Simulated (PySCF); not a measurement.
## Unknowns

[PySCF 2.14.0 with density-fitted response routines: GFN2-xTB structure; σ from GIAO-PBE0/pcSseg-1; non-relativistic; rapidly exchanging positions averaged; no solvent; one computed conformer]

Chemical shifts δ = σref − σ; ¹H and ¹³C vs TMS, all at this level. Splittings of carbon signals by F and P are missing where no couplings were computed. Where no couplings were computed, multiplicities follow the n + 1 count of equivalent neighbours, and m marks all less simple cases (inequivalent or close neighbours, rings, F or P nearby). Shifts are as computed. Against solution values, carbons near 30 ppm lie about +3 ppm off and those near 130 ppm about +5 ppm; carbons on Cl a further +6 ppm. Of 1211 compounds with measured shifts, 218 miss one by over three times the rms of a fit or turn the order of signals round; such compounds aren't used in these exercises. Carbons bonded to Cl come out too deshielded.

Question: C7H5F3N2. ¹H NMR (500 MHz, computed): δ 2.79 (q, 2H), 1.38 (t, 3H). ¹³C{¹H} NMR (computed): δ 152.7 (C), 130.2 (C), 123.8 (C), 121.0 (C), 116.8 (C), 32.7 (CH2), 17.1 (CH3). What is it?

Answer: `InChI=1S/C7H5F3N2/c1-2-5(3-11)6(4-12)7(8,9)10/h2H2,1H3/b6-5+`. Rings plus π bonds: 5 (no ring in the answer). 7 carbon signals for 7 carbons: no two carbons are equivalent. Carbon types of the structure: 5 × C, 1 × CH2, 1 × CH3, which accounts for all hydrogens. δC 152.7, 123.8: fully substituted alkene carbon; as expected for a trigonal carbon in a double bond. δC 130.2: CF3 carbon; 3 electronegative neighbours deshield it. δC 121.0, 116.8: nitrile carbon; C≡N carbons fall here, among the sp2 signals but without a proton. δC 32.7: allylic sp3 CH2; saturated and bonded to C and H only.

The data come from this structure; uniqueness wasn't tested.

Question: C6H15NP2. ¹H NMR (400 MHz, computed): δ 2.88 (m, 6H), 2.85 (m, 2H), 2.06 (m, 1H), 1.03 (d, 6H). ¹³C{¹H} NMR (computed): δ 48.3, 48.0, 31.7, 26.6. Identify the compound.

Answer: SMILES CC(C)C/P=P\N(C)C. 4 carbon signals for 6 carbons: some carbons are equivalent by symmetry or fast rotation. Carbon types of the structure: 1 × CH, 1 × CH2, 4 × CH3, which accounts for all hydrogens. δC 48.0: methyl carbon bonded to N; pulled downfield by the heteroatom. δC 31.7: sp3 CH; a saturated carbon with 3 carbon neighbours and no heteroatom attached. δC 26.6: methyl carbon; a saturated carbon with 1 carbon neighbour and no heteroatom attached. δH 1.03: hydrogen on a methyl carbon; far from electronegative atoms and π systems.

The shifts were computed for this structure.

Question: C7H9ClO3. ¹H NMR (600 MHz, computed): δ 6.44 (m, 1H), 5.78 (m, 1H), 5.76 (m, 1H), 4.52 (m, 2H), 4.44 (m, 2H), 2.74 (d, 2H). ¹³C{¹H} NMR (computed): δ 148.7, 140.5, 129.4, 75.9, 63.9, 44.2. What is it?

Answer: SMILES C=CCC1(Cl)COC(=O)OC1. Rings plus π bonds: 3 (1 ring in the answer). 6 carbon signals for 7 carbons: some carbons are equivalent by symmetry or fast rotation. Carbon types of the structure: 2 × C, 1 × CH, 4 × CH2, which accounts for all hydrogens. δC 148.7: carbonate carbon; lone-pair donation from the attached heteroatom keeps it upfield of a ketone carbonyl. δC 140.5: alkene CH; the olefinic region. δC 75.9: sp3 CH2 bonded to O; deshielded by the electronegative neighbour. δC 63.9: fully substituted sp3 carbon bonded to Cl; deshielded by the electronegative neighbour.

The data come from this structure; uniqueness wasn't tested.
